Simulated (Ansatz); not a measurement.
Gas-phase electronic energies from Ansatz, PBE0-D4/def2-TZVP geometries. CCSD(T)/CBS is the MP2 limit (def2-TZVPP, def2-QZVPP) plus CCSD(T) − MP2 in def2-TZVPP, frozen cores. DFT in def2-TZVPP. For Br, Se outer-core shells are correlated without core-valence functions, which leaves a few kJ/mol of doubt a bond. Scalar relativity is left out up to krypton. Each species was taken in one conformer, which may not be the lowest.

Consider the formal exchange of groups at a C–Br bond: `[Se]=CBr` + `CBN` → `CB(N)C=[Se]` + HBr.

`[Se]=CBr`:

Cartesian coordinates in Å:
```
Se -1.294 0.937 -0.684
C -0.093 -0.116 -0.003
Br 1.659 0.346 0.482
H -0.271 -1.167 0.204
```

`CBN`:

Z-matrix (Å, degrees):
```
C
B 1 1.568
H 1 1.095 2 110.4
H 1 1.096 2 110.3 3 116.2
H 1 1.094 2 114.3 3 -121.9
N 2 1.392 1 122.0 3 122.1
H 2 1.202 1 121.0 3 -57.9
H 6 1.005 2 123.2 1 180.0
H 6 1.007 2 123.1 1 -0.0
```

`CB(N)C=[Se]`:

Cartesian coordinates in Å:
```
C 0.236 -0.172 -1.385
B -0.077 -0.078 0.147
N -0.795 -1.075 0.810
C 0.388 1.132 1.042
Se 1.261 2.543 0.466
H -0.147 0.706 -1.913
H 1.317 -0.165 -1.557
H -0.178 -1.065 -1.859
H -1.149 -1.896 0.348
H -1.010 -1.042 1.793
H 0.155 1.113 2.109
```

HBr:

Cartesian coordinates in Å:
```
Br 0.104 0.281 -0.644
H -0.104 -0.281 0.644
```

```tsv
level	ΔE (kJ/mol)
B2PLYP	-51.1
PBE	-42.1
r2SCAN	-49.1
PBE0	-51.6
SCS-MP2/def2-TZVPP	-55.2
CCSD/def2-TZVPP	-64.5
CCSD(T)/def2-TZVPP	-62.0
CCSD/CBS(def2)	-64.2
```

Question: What does CCSD(T)/CBS give? (Best estimate.)

Answer: The calculation gave: -61.7 kJ/mol. The listed levels differ from it by 10.6, 19.6, 12.6, 10.1, 6.5, -2.8, -0.3, -2.5 kJ/mol.

Largest T1 diagnostic among the species: 0.014.

From PBE to PBE0 (25 % exact exchange), in def2-TZVPP and without D4, ΔE moves by −9.5 kJ/mol. The D4 term adds −5.7 kJ/mol with B3LYP and −3.6 kJ/mol with PBE0; it sums over pairs of atoms, weighted by their polarisabilities, and B3LYP, whose exchange is more repulsive, gets the larger term. In def2-TZVPP, CCSD(T) changes the Hartree–Fock value by +3.8 kJ/mol (the triples alone add +2.6 kJ/mol) and MP2 by +10.6 kJ/mol.

B3LYP here is the variant with VWN-RPA as its local correlation; programs differ in this.
